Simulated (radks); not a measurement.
Q: The mean radii <r> (bohr) of the occupied orbitals of an atom or ion are listed with their occupations. Method: non-relativistic Kohn-Sham, LDA (Slater exchange, Perdew-Wang correlation), spin-polarised, spherical densities, point nucleus; computed with a radial shooting solver on a logarithmic mesh with Libxc functionals.

orbital  occ.     <r>
1s          2  0.1773
2p          6  0.9890

Name the element and its charge. Open shells, if any, are filled with parallel spins first.

A: Z = 9, fluorine, charge +1: F+ in [He] 2p6. The 1s radius gives Z: for a bare nucleus <r> = 1.5/Z, 0.1667 bohr for Z = 9, and screening makes it slightly larger (0.1773 here). The occupations add up to 8, and the charge is Z minus that.
